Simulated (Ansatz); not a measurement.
System: C6H5, charge -1, multiplicity 1. It need not be the lowest isomer of its formula. Whether it binds its extra electron was not tested at this geometry. 
Geometry from a B3LYP-D3(BJ)/def2-TZVP (Ansatz, an electronic-structure program) optimisation:
```xyz
11

C      1.7283    -2.3591     1.5873
C      1.0863    -1.3652     0.9433
C      0.4946    -0.4382     0.3447
C     -0.1804     0.5173    -0.2911
C     -0.7134     1.4720    -0.8857
C     -1.9410     2.0106    -1.4872
H      2.2325    -3.1532     1.0465
H      1.7662    -2.4019     2.6709
H     -1.7979     2.2448    -2.5493
H     -2.8086     1.3312    -1.4220
H     -2.2385     2.9548    -1.0145
```
Charge -1, spin multiplicity 1.

Parts of the frozen-core correlation energy in 6-31G* (Ansatz, hartree). Frozen orbitals: 6; correlated occupied orbitals by spin: 15 and 15; virtual: 79 and 79. Spin-orbit coupling is left out. No relativistic terms. The restricted reference is unstable.

```
term                            value
-------------------------  ----------
reference (HF)             -229.94100
MP2 opposite-spin            -0.56427
MP2 same-spin                -0.20055
CCSD correlation             -0.79840
(T)                          -0.03866
T1 diagnostic                   0.019
largest doubles amplitude       0.089
```
